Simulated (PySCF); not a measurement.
## Identify the compound

The spectra below were simulated for a compound C7H15FSi.

1H NMR (500 MHz, computed): δ 5.74 (m, 1H), 5.04 (m, 2H), 4.46 (m, 2H), 2.19 (q, 2H), 2.14 (q, 2H), 1.15 (t, 3H), 1.13 (t, 3H).

13C{1H} NMR (computed): δ 181.6, 117.3, 78.3, 37.2, 34.1, 18.7, 16.9.

PySCF 2.14 calculation with σ from GIAO-PBE0/pcSseg-1 and coordinates at the GFN2-xTB level; relativity neglected, one conformer, equivalent nuclei averaged, no solvent model.

Referencing at the same level of theory: TMS for 1H, 13C.

Q: Choose the structure that fits.
A. CCC/C(C)=C(/[SiH3])CF
B. CCC(=C[SiH2]CF)CC
C. CC1(C)C[C@@H]([SiH3])[C@]1(C)F
D. CC/C(=C/C[SiH3])CCF

A: B. 

Rings plus π bonds: 1 (no ring in the answer). 7 carbon signals for 7 carbons: no two carbons are equivalent. Carbon types of the structure: 1 × C, 1 × CH, 3 × CH2, 2 × CH3, leaving 2 H on heteroatoms. δC 181.6: fully substituted alkene carbon. δC 117.3: alkene CH; the olefinic region. δC 78.3: sp3 CH2 bonded to F and Si; the inductive effect lowers its shielding. δH 5.74: hydrogen on an alkene CH; a vinylic proton, deshielded by the sp2 carbon and the C=C anisotropy. δH 2.19, 2.14: hydrogen on an allylic sp3 CH2; allylic position.

The others: CC/C(=C/C[SiH3])CCF has carbons computed at 142.0, 132.5, 84.3, 36.9, 35.5, 18.2, 14.1, with a different DEPT pattern; CC1(C)C[C@@H]([SiH3])[C@]1(C)F has carbons computed at 99.1, 45.5, 32.3, 26.2, 26.1, 25.2, 21.1, with a different DEPT pattern; CCC/C(C)=C(/[SiH3])CF would give 6 signals for carbon-bound and other non-exchanging H, not 7.

Splittings by 19F in the carbon and heteronuclear signals aren't shown, as no couplings were computed. Shifts are as computed. Against solution values, carbons near 30 ppm lie about +3 ppm off and those near 130 ppm about +5 ppm. Of 1309 compounds with measured shifts, 239 miss one by over three times the rms of a fit or turn the order of signals round; such compounds aren't used in these exercises. No couplings were computed; multiplicities are counted from neighbouring protons, with m where these are inequivalent, close in shift, in a saturated or five-membered ring or joined by F or P, and br s for small geminal =CH2 splittings.
